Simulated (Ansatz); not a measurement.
Reaction (formal exchange of groups at the Se–C bond): `NC[SeH]` + `C[O][GeH]([F])[F]` → `C[O][Ge]([F])([F])[SeH]` + CH₃NH₂

Gas-phase electronic energies from Ansatz, PBE0-D4/def2-TZVP geometries. CCSD(T)/CBS is the MP2 limit (def2-TZVPP, def2-QZVPP) plus CCSD(T) − MP2 in def2-TZVPP, frozen cores. Functionals use def2-TZVPP. B3LYP here is the variant with VWN-RPA as its local correlation; programs differ in this. For Ge, Se outer-core shells are correlated without core-valence functions, which leaves a few kJ/mol of doubt a bond. Scalar relativity is left out up to krypton. One conformer a species, not always the lowest.

```tsv
level	ΔE (kJ/mol)
r2SCAN-D4	-103.7
ωB97M-V	-100.0
PBE	-98.4
r2SCAN	-103.2
B3LYP	-99.7
HF/def2-TZVPP	-102.3
MP2/def2-TZVPP	-99.8
MP2/CBS(def2)	-100.8
```

**Question.** What does CCSD(T)/CBS give? (An estimate is asked.)

**Answer.** Computed: -99.4 kJ/mol. The listed levels differ from it by -4.3, -0.6, 1.0, -3.8, -0.3, -2.9, -0.4, -1.4 kJ/mol.

Largest T1 diagnostic among the species: 0.012.
